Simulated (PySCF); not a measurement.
# Frontier levels across methods

C₅H₅Al.
Structure used (PBE0-D3(BJ)/def2-SVP), in Å, numbered top down from 1:
```xyz
11
C5H5Al angstrom
C      1.7720    2.5102    0.3139
C      1.0786    1.5177    0.1505
Al    -0.0482   -0.0100   -0.0802
C     -1.9739    0.1867   -0.2300
C      0.7978   -1.7218   -0.1844
C      1.3303   -2.8192   -0.2547
H      2.3906    3.3798    0.4534
H     -2.5059   -0.7635   -0.0694
H     -2.2381    0.5468   -1.2398
H     -2.3656    0.9324    0.4808
H      1.8012   -3.7850   -0.3164
```

Basis pcSseg-2 throughout (PySCF), one geometry. Geometry: PBE0-D3(BJ)/def2-SVP; no solvent, vibrations or thermal averaging.

Problem. How do the orbital energies, the gap and the dipole change with the method?

Solution. 
```tsv
method	kind	HOMO (eV)	LUMO (eV)	gap (eV)	μ (D)	SCF cycles
BLYP	GGA	-6.63	-2.32	4.32	0.19	15
B97-D	GGA	-6.74	-2.32	4.42	0.18	15
KT3	GGA	-6.79	-2.37	4.41	0.21	16
OPBE	GGA	-6.79	-2.16	4.63	0.24	16
KT2	GGA	-6.80	-2.54	4.25	0.20	16
PBE	GGA	-6.82	-2.44	4.37	0.22	15
BP86	GGA	-6.90	-2.53	4.37	0.21	15
LDA	LDA	-7.00	-2.71	4.29	0.24	15
B97-2	global hybrid	-7.73	-1.63	6.10	0.19	14
B3LYP	global hybrid	-7.75	-1.86	5.89	0.18	14
PBE0	global hybrid	-8.01	-1.65	6.36	0.20	14
mPW1PW91	global hybrid	-8.02	-1.64	6.38	0.20	14
BHandHLYP	global hybrid	-9.02	-0.82	8.20	0.16	13
CAM-B3LYP	range-separated hybrid	-9.36	-0.69	8.67	0.19	13
wB97X-D	range-separated hybrid	-9.88	0.03	9.92	0.20	13
HF	Hartree–Fock	-10.61	1.25	11.86	0.08	11
LC-wPBE	range-separated hybrid	-10.83	0.40	11.23	0.22	14
```

The HOMO spans 4.19 eV, from BLYP down to LC-wPBE, and the gap runs from 4.25 eV (KT2) to 11.86 eV (HF). Over the methods BLYP (0 %), B97-D (0 %), KT3 (0 %), OPBE (0 %), KT2 (0 %), PBE (0 %), BP86 (0 %), LDA (0 %), B97-2 (21 %), B3LYP (20 %), PBE0 (25 %), mPW1PW91 (25 %), BHandHLYP (50 %), HF (100 %), a straight line through the gap against the share of exact exchange rises by 0.75 eV for each 10 % (correlation coefficient 0.999). The dipole ranges from 0.08 D (HF) to 0.24 D (OPBE). This basis has no diffuse functions.
